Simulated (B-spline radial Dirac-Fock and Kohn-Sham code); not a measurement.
## Elastic electron scattering at 10 keV, H to S

Calculated with a B-spline atomic structure program, using relativistic (Dirac) partial waves in the static field of the Dirac-Fock atom with Furness-McCarthy exchange, without polarisation or absorption potentials. σ_tr1 and σ_tr2 weight the cross section with 1 − P₁ and 1 − P₂ of cos θ; "backward" is the share scattered beyond 90°.

```csv
Z,element,σ (a₀²),σ_tr1 (a₀²),σ_tr2 (a₀²),backward (%),dσ/dΩ at 90° (a₀²/sr)
1,H,0.0103,8.02e-05,0.000206,0.056,1.86e-06
2,He,0.0156,0.000273,0.000679,0.15,7.49e-06
3,Li,0.101,0.000606,0.00150,0.052,1.70e-05
4,Be,0.160,0.00107,0.00265,0.059,3.04e-05
5,B,0.200,0.00165,0.00407,0.075,4.79e-05
6,C,0.224,0.00234,0.00573,0.097,6.95e-05
7,N,0.240,0.00311,0.00759,0.12,9.53e-05
8,O,0.251,0.00397,0.00963,0.16,0.000125
9,F,0.258,0.00491,0.0118,0.19,0.000160
10,Ne,0.263,0.00591,0.0141,0.24,0.000199
12,Mg,0.538,0.00828,0.0196,0.17,0.000290
13,Al,0.677,0.00961,0.0226,0.16,0.000342
14,Si,0.769,0.0110,0.0259,0.17,0.000399
15,P,0.833,0.0125,0.0292,0.18,0.000461
16,S,0.878,0.0140,0.0326,0.19,0.000526
```
